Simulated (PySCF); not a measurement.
# Computed properties of ZnH, SMILES [ZnH+]

ZnH, SMILES [ZnH+] (connectivity only; charge and spin as stated), charge +1, multiplicity 1. Geometry: PBE0-D3(BJ)/def2-TZVPD. The spin state was assumed, not searched. The values are those of a single conformer. All values are computed for the isolated molecule unless a solvent is named; none is compared with measurement here.

**Structure.** The optimised structure has C∞v symmetry. All 1 harmonic modes at PBE0-D3(BJ)/def2-TZVPD (PySCF) are real, so it is a minimum.

**Vibrations.** The strongest infrared lines (harmonic, unscaled, degenerate partners summed) lie at 1907 cm⁻¹ (91 km/mol, H 98 %). The softest mode is at 1907 cm⁻¹ and the zero-point energy is 2.7 kcal/mol.

**Electronic structure.** PBE0/def2-TZVPD (PySCF) places the frontier levels at -16.58 and -10.19 eV, a gap of 6.39 eV and a mean polarisability of 17.9 bohr³.

**Excitations.** TDDFT-ωB97X/def2-TZVPD (PySCF) has S1 at 6.21 eV (200 nm, f = 0.274, bright); the most intense of the 10 singlets computed lies at 8.83 eV (f = 0.69). Strengths of degenerate partners are summed. T1 (TDA) is at 3.94 eV. No vertical singlet excitation falls in the visible range (under 3.1 eV).

**NMR.** GIAO shifts at B3LYP/pcSseg-2 (PySCF) (non-relativistic, atoms alike by connectivity averaged): ¹H at 8.6 ppm against TMS.
